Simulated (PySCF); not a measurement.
PySCF job for CH7ClO2Si2, SMILES C[Si@@H](O)[Si@H](O)Cl, PBE/pcSseg-1. Geometry: PBE0-D3(BJ)/def2-SVP. The structure was generated by enumeration; whether it is a known compound was not checked. One conformer was computed; it need not be the lowest.

```python
import numpy as np
from pyscf import gto, scf, dft
from pyscf.prop.nmr import rks as nmr

mol = gto.M(
    atom='''
    C    -2.61539131   -0.93184639    0.87285962
    Si   -1.37766427    0.06826991   -0.11503705
    O    -1.22325011    1.64557774    0.47794865
    Si    0.86364685   -0.49749311    0.25570221
    O     1.32110718    0.64944504    1.36378472
    Cl    1.91250568   -0.30971350   -1.53230156
    H    -3.63341519   -0.52009032    0.78429311
    H    -2.34272218   -0.95165399    1.93912349
    H    -2.64201903   -1.97092333    0.50636166
    H    -1.78977854    0.09346639   -1.55415295
    H    -1.93952666    2.26864876    0.32331803
    H     1.20181943   -1.83785954    0.80045115
    H     0.73878047    1.42356224    1.30939533
    ''',
    basis='pcSseg-1',
    charge=0,
    spin=0,
    max_memory=1600,
    verbose=3,
)
mf = dft.RKS(mol, xc='pbe')
mf.grids.level = 3
mf.conv_tol = 1e-10
mf.max_cycle = 100
mf.kernel()
n = nmr.NMR(mf)
n.verbose = 2
n.max_cycle_cphf = 60
sigma = n.kernel()
print('atom   isotropic/ppm   span/ppm')
for i, s in enumerate(sigma):
    w = np.linalg.eigvalsh((s + s.T) / 2)
    print(f'{mol.atom_symbol(i):2s}{i + 1:3d} {w.mean():14.3f} {w[2] - w[0]:11.3f}')
```

It prints:

```
converged SCF energy = -1231.34255866246
atom   isotropic/ppm   span/ppm
C   1        178.483      23.669
Si  2        335.301     108.855
O   3        311.378      62.070
Si  4        331.192      81.426
O   5        259.886     151.933
Cl  6        838.913     343.294
H   7         30.586      10.310
H   8         30.697       9.510
H   9         31.203      10.431
H  10         25.884       6.655
H  11         30.470      21.803
H  12         25.444       8.772
H  13         27.178      19.919
```

The run converged.
